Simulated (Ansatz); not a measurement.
One change: `O=C([SiH3])[SeH]` becomes `O=C([SiH3])BO`.

Ansatz, PBE0-D4/def2-TZVP geometries, multiplicity 1. Each molecule was computed in one conformer, which needn't be the lowest.

Scalar relativity is left out up to krypton.

| property | `O=C([SiH3])[SeH]` |
| --- | --- |
| HOMO–LUMO gap (ωB97M-V/def2-TZVPP) / eV | 9.87 |
| HOMO–LUMO gap (PBE0/def2-TZVPP) / eV | 5.59 |
| HOMO energy (B3LYP/def2-TZVPP) / eV | -7.02 |
| size of the dipole moment (ωB97M-V/def2-TZVPP) / D | 2.63 |
| HOMO energy (ωB97M-V/def2-TZVPP) / eV | -9.35 |
| HOMO energy (PBE/def2-TZVPP) / eV | -5.97 |

Q: What does the change do to each property? (Estimate.)

A: The calculation gave: 
| property | `O=C([SiH3])BO` | shift |
| --- | --- | --- |
| HOMO–LUMO gap (ωB97M-V/def2-TZVPP) / eV | 8.83 | -1.04 |
| HOMO–LUMO gap (PBE0/def2-TZVPP) / eV | 4.30 | -1.29 |
| HOMO energy (B3LYP/def2-TZVPP) / eV | -6.77 | 0.25 |
| size of the dipole moment (ωB97M-V/def2-TZVPP) / D | 1.22 | -1.41 |
| HOMO energy (ωB97M-V/def2-TZVPP) / eV | -9.24 | 0.11 |
| HOMO energy (PBE/def2-TZVPP) / eV | -5.56 | 0.41 |

With PBE0 the HOMO rises by 0.26 eV and the LUMO falls by 1.02 eV, so the gap narrows by about 1.28 eV. PBE moves the HOMO by 0.41 eV and ωB97M-V by 0.11 eV. Dipoles are sizes alone; their direction can turn.

B3LYP here is the variant with VWN-RPA as its local correlation; programs differ in this.

Spin–orbit coupling is left out; it splits and shifts lone-pair levels of the heavy atoms by tenths of an eV.
